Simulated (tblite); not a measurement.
alpha-angelica lactone, C5H6O2.
Bonds: C1–C2, C2–C3 (double), C3–C4, C4–C5, C5–O6 (double), C5–O7, C2–O7. Hydrogens: H8, H9, H10 on C1; H11 on C3; H12, H13 on C4.

Computed with GFN2-xTB (tblite), gas phase: Langevin dynamics at 200 K from the optimised GFN2-xTB geometry, time step 0.5 fs, friction 0.01 fs⁻¹, 2000 steps. The instantaneous temperature is 2·E(kin)/(3Nk) with all 3N coordinates.

```
t (fs)  T (K)  E(pot) above start (eV)  C1–C2 (Å)  C2=C3 (Å)  C3–C4 (Å)  C4–C5 (Å)  C5=O6 (Å)  C1–H8 (Å)
     0    167                    0.000      1.483      1.331      1.492      1.520      1.195      1.089
    25    114                    0.133      1.519      1.312      1.506      1.560      1.204      1.090
    50    104                    0.138      1.487      1.325      1.498      1.494      1.192      1.112
    75     78                    0.147      1.499      1.348      1.503      1.510      1.188      1.083
   100    124                    0.117      1.481      1.335      1.508      1.517      1.201      1.085
   125    137                    0.265      1.509      1.316      1.484      1.510      1.190      1.122
   150    165                    0.187      1.495      1.319      1.442      1.509      1.202      1.065
   175    146                    0.187      1.480      1.339      1.486      1.502      1.191      1.076
   200    162                    0.162      1.463      1.359      1.493      1.566      1.195      1.116
   225    147                    0.204      1.515      1.337      1.514      1.551      1.204      1.066
   250    224                    0.157      1.502      1.319      1.486      1.498      1.184      1.070
   275    183                    0.255      1.484      1.333      1.471      1.512      1.214      1.096
   300    160                    0.203      1.489      1.330      1.494      1.563      1.191      1.085
   325    162                    0.239      1.471      1.313      1.485      1.540      1.187      1.051
   350    158                    0.256      1.479      1.343      1.503      1.524      1.218      1.079
   375    223                    0.264      1.469      1.337      1.481      1.547      1.168      1.112
   400    238                    0.262      1.522      1.322      1.499      1.511      1.209      1.078
   425    238                    0.257      1.470      1.341      1.510      1.491      1.219      1.050
   450    146                    0.347      1.487      1.358      1.504      1.543      1.159      1.101
   475    172                    0.263      1.458      1.305      1.510      1.516      1.217      1.138
   500    230                    0.373      1.458      1.340      1.519      1.503      1.193      1.079
   525    214                    0.367      1.468      1.341      1.524      1.533      1.187      1.074
   550    167                    0.339      1.480      1.318      1.475      1.505      1.222      1.115
   575    147                    0.330      1.479      1.325      1.488      1.516      1.175      1.081
   600    152                    0.256      1.487      1.332      1.507      1.571      1.188      1.068
   625     88                    0.301      1.477      1.331      1.511      1.547      1.232      1.109
   650    200                    0.220      1.464      1.330      1.491      1.536      1.169      1.067
   675    191                    0.236      1.516      1.363      1.545      1.504      1.208      1.094
   700    201                    0.198      1.505      1.338      1.509      1.504      1.198      1.132
   725    199                    0.274      1.484      1.305      1.481      1.546      1.185      1.081
   750    207                    0.251      1.537      1.331      1.468      1.491      1.202      1.093
   775    222                    0.298      1.487      1.352      1.494      1.537      1.203      1.076
   800    247                    0.323      1.520      1.337      1.533      1.573      1.186      1.067
   825    241                    0.314      1.468      1.292      1.513      1.507      1.211      1.071
   850    284                    0.238      1.464      1.327      1.504      1.488      1.199      1.087
   875    135                    0.429      1.458      1.364      1.499      1.551      1.188      1.112
   900    218                    0.245      1.494      1.311      1.530      1.511      1.212      1.089
   925    185                    0.325      1.476      1.319      1.485      1.498      1.182      1.083
   950    218                    0.203      1.479      1.359      1.484      1.546      1.207      1.105
   975    186                    0.265      1.492      1.333      1.497      1.541      1.204      1.113
  1000    173                    0.360      1.489      1.308      1.491      1.504      1.178      1.080
```

**Question.** From 500 fs on, how do temperature and potential energy compare with equipartition?

**Answer.** The mean temperature of these 21 frames is 196 K against the target 200 K, and the mean potential energy 0.29 eV against 33 × kT/2 = 0.28 eV for 33 classical harmonic modes. For 13 atoms in a canonical ensemble the temperature itself scatters by T·√(2/(3N)) = 45 K; here its standard deviation is 42 K. The whole run lasts only 10 friction times of 100 fs, so these averages carry a wide statistical error.

**Question.** What are the kinetic and total energies of the listed frame with the highest potential energy?

**Answer.** The one at 875 fs, 0.429 eV above the start. Its kinetic energy is 3NkT/2 = 0.227 eV at 135 K, so the sum is 0.66 eV; over the listed frames the sum runs from 0.28 to 0.76 eV, since the thermostat adds and removes energy.

**Question.** How much do the listed bonds fluctuate from 500 fs on?

**Answer.** 
| bond | at the start (Å) | mean (Å) | standard deviation (Å) |
| --- | --- | --- | --- |
| C1–C2 | 1.483 | 1.485 | 0.020 |
| C2=C3 | 1.331 | 1.331 | 0.018 |
| C3–C4 | 1.492 | 1.502 | 0.020 |
| C4–C5 | 1.520 | 1.524 | 0.025 |
| C5=O6 | 1.195 | 1.197 | 0.015 |
| C1–H8 | 1.089 | 1.089 | 0.018 |

The motion is classical and holds no zero-point motion.

The cost below is that of the whole dynamics run. The run took 8.5 s on an Arm Neoverse V1 with one thread, shared host with 32 logical CPUs at a one-minute load of 12, and the process peaked at 0.18 GiB of memory.
